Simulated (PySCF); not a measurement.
## Correlation energy of As⁺ (arsenic, charge +1)

[Ar] 3d10 4s2 4p2, high-spin 3P determinant. Computed with PySCF 2.14 in cc-pVTZ-PP with ECP10MDF (5s4p3d1f, 39 functions), with a scalar-relativistic core potential. Frozen: 3s2 3p6 3d10; 4 electrons correlated.

MP2 pair energies summed by pair of shells (mhartree):

```json
{"pair": "4s-4p", "energy": "-33.36", "share (%)": "61.7"}
{"pair": "4s-4s", "energy": "-15.42", "share (%)": "28.5"}
{"pair": "4p-4p", "energy": "-5.26", "share (%)": "9.7"}
```

Total MP2 correlation energy: -54.04 mhartree.

Same-spin part -8.99 and opposite-spin part -45.05 mhartree; SCS-MP2 scales them by 1/3 and 6/5 to -57.06 mhartree.

| level | correlation energy (mhartree) |
| --- | --- |
| CCSD | -69.43 |
| (T) | -1.63 |
| CCSD(T) | -71.06 |

Diagnostics: T1 = 0.0075, D1 = 0.0196, largest double amplitude 0.091.

Cost of the coupled-cluster step: 0.36 s of wall time on 1 thread of Neoverse-V1 (shared host), for 4 correlated electrons.
